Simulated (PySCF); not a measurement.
## Electron affinity of Ca by level of theory

Ca⁻ [Ar] 3d1 4s2 (2D) → Ca [Ar] 4s2 (1S), as a difference of total energies. Computed with PySCF 2.14 in aug-cc-pwCVQZ-X2C (11s10p8d6f3g, 150 functions), with the spin-free X2C one-electron Hamiltonian (Gaussian nucleus). The calculations carry no spin-orbit coupling.

```tsv
method	electron affinity (eV)
UHF	-1.044
MN15	-0.773
B3LYP	-0.522
```

The configuration of this anion was assumed by filling the next shell in order. It is not the known or likely ground configuration (Ca⁻, Sr⁻ and Ba⁻, for instance, bind a p electron), so these values are not the electron affinity of the element.

A negative affinity means that the anion lies above the atom at that level of theory.

In the anion the highest occupied orbital energy is positive at MN15, B3LYP, a self-interaction effect; the basis confines that electron, and the energy difference can still be sensible.
